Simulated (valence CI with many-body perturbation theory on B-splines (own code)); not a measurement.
# Te XXIX: one-electron terms

Calculated by configuration interaction combined with many-body perturbation theory (CI+MBPT): six valence electrons over a frozen Dirac-Fock core [Ar], radial functions for each j: 7 s, 7 p, 8 d, 6 f, 4 g, 1 h, with the one-electron correlation potential Σ1, the two-electron term Σ2, the three-electron term Σ3, Breit, model QED; selected CI, second order for the rest, scaled by the run's own slope (own B-spline code, finite nucleus).

The last digits are not significant, and no measured levels were compared; by estimate large intervals hold to a few tenths of a per cent, small ones and those within an open d or f shell to about a per cent. Core correlation moves these levels by up to 10000 cm⁻¹, and in measured spectra 5 to 20 % of such shifts remained as error; rates that hang on mixing are uncertain with them. Among the levels kept, up to 950 cm⁻¹ of a level comes from second order outside the variational space, and about a tenth of that is noise between levels of different J, which matters for small intervals. Only levels of the ground parity were solved; by the run's estimate the other parity begins above the list, which can be wrong where configurations are misplaced.

These are the spectroscopic orbitals of the CI (the correlating ones are not listed), shaped by the core and the other valence electrons. h is the expectation value of the core's Dirac-Fock operator, without the valence repulsion; Σ1 is computed up to l = 3 at one energy for each symmetry, that of its lowest orbital but kept below the first core excitation, so for empty shells it is not the orbital's own correlation shift; Breit and QED include the response of the core.

```
Orbital  h (hartree)  Σ1 (cm⁻¹)  Breit (cm⁻¹)  QED (cm⁻¹)  ⟨r⟩ (bohr)
  4s1/2      -44.711      -6836          3068        2232      0.6221
  5s1/2      -27.172      -2568          1491        1099       1.026
  6s1/2      -18.267      -1275           817         610       1.537
  4p1/2      -42.906      -8647          4771       -96.4      0.6232
  5p1/2      -26.285      -3216          2386       -45.8       1.037
  6p1/2      -17.768      -1591          1333       -25.1       1.558
  4p3/2      -42.061      -8263          2978         128      0.6371
  5p3/2      -25.881      -3148          1495        65.8       1.054
  6p3/2      -17.544      -1573           876        37.4       1.579
  3d3/2      -75.669     -20915          6881        -678      0.2711
  4d3/2      -39.457      -8594          2305        -174      0.6186
  5d3/2      -24.626      -3410          1124       -80.1       1.059
  3d5/2      -75.136     -20083          3227        -383      0.2740
  4d5/2      -39.272      -8419          1144       -83.3      0.6221
  5d5/2      -24.535      -3331           554       -36.9       1.063
  4f5/2        -36.8     -17332           172       -88.9      0.5756
  5f5/2      -23.415      -7521          82.0       -45.0       1.032
  4f7/2      -36.743     -15677          -157       -58.6      0.5769
  5f7/2      -23.383      -6756         -69.5       -29.0       1.034
  5g7/2      -22.731                      9.0        -8.4      0.9398
  5g9/2      -22.718                    -15.2        -1.3      0.9405
```

Among the shells of the start configuration 3d6, Σ1 is largest in size for 3d3/2, where it is 0.13 % of h.

Lowest root of each symmetry, sizes in configuration state functions:

```tsv
J	Parity	Roots	Reference	Variational	Second order	Change by selected CI (cm⁻¹)	Change by second order (cm⁻¹)
0	even	5	26	15716	334369	-27700	-12
1	even	4	60	33990	604552	-26223	-47
2	even	8	86	33101	1338014	-27311	-479
3	even	6	88	32219	1453794	-24964	-714
4	even	7	77	32314	1494012	-25629	-761
5	even	2	52	32261	1898163	-27425	-581
6	even	2	31	32344	1657679	-27277	-235
```
